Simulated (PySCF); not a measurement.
Simulated Si 2p region for `[SiH3]C([SiH3])[SiH3]`, binding energy against the vacuum level.

Every computed line was given a Gaussian of 0.5 eV full width at half maximum and an area set by the number of equivalent atoms (split 2:1 within a doublet); the highest printed point is 100. Method: delta-SCF UKS SCAN, pcX-2 on the ionised atom, pcseg-1 elsewhere, spin-free X2C (PySCF 2.14.0).

binding energy (eV), intensity and a bar:
```
    106.0          0 
    106.1          1 
    106.2          4 #
    106.3         11 ###
    106.4         27 ########
    106.5         52 ################
    106.6         81 ########################
    106.7        100 ##############################
    106.8        100 ##############################
    106.9         83 #########################
    107.0         61 ##################
    107.1         48 ##############
    107.2         47 ##############
    107.3         52 ###############
    107.4         51 ###############
    107.5         42 #############
    107.6         28 ########
    107.7         15 ####
    107.8          6 ##
    107.9          2 #
    108.0          1 
    108.1          0
```

Q: Count the maxima, the lines and the sites behind this envelope.

A: The curve has 2 maxima (at 106.7 and 107.3 eV). Under it lie 2 lines from 1 inequivalent silicon site, drawn as a 2p3/2, 2p1/2 pair.

Q: Decompose the envelope and assign each component. Numbering: `[SiH3:1][CH:2]([SiH3:3])[SiH3:4]`.

A: 
```csv
position (eV),relative area,line,atoms,environment
106.75,2.00,Si 2p3/2,Si1/Si3/Si4,SiH3 silicon
107.37,1.00,Si 2p1/2,Si1/Si3/Si4,SiH3 silicon
```

The curve has no shake-up lines and no vibrational structure. Atoms equivalent by their bonding share one computed value, that of the first of them. For 2p shells one spin-free hole was relaxed; a mean-field spin–orbit operator and the ground-state splitting of the three 2p orbitals were then diagonalised within the shell. The shell's mean is (2 × 2p3/2 + 2p1/2)/3, and the degeneracies 2j + 1 give areas of 2:1. 2p1/2 minus 2p3/2 (ligand field included): Si 0.62 eV. Isolated species at its PBE0-D3(BJ)/def2-SVP geometry, gas phase.
